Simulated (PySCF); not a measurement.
Excitation energy of Ag by level of theory

Ag [Kr] 4d10 5s1 (2S) → Ag [Kr] 4d10 5p1 (2P), as a difference of total energies. All numbers are calculated (PySCF 2.14, scalar relativity by spin-free X2C-1e, in x2c-TZVPPall with one added diffuse shell each of s, p, d, f type (9s7p7d3f1g, 95 functions)). Correlated levels: valence: [Kr] frozen. The calculations carry no spin-orbit coupling.

| method | excitation energy (cm⁻¹) |
| --- | --- |
| UHF | 24775 |
| MP2 (valence) | 30248 |
| SCS-MP2 (valence) | 29573 |
| CCSD (valence) | 29181 |
| CCSD(T) (valence) | 29552 |

Errors of the correlated levels include the incompleteness of this basis and the frozen core.

Task: Which method comes closest to the reference value, and which is furthest?

Result: The reference is 30166 cm⁻¹ (measured; NIST levels, between the centres of gravity of the two terms). Closest: MP2 (valence) (error 82.078 cm⁻¹); furthest: UHF (error -5391.2 cm⁻¹).
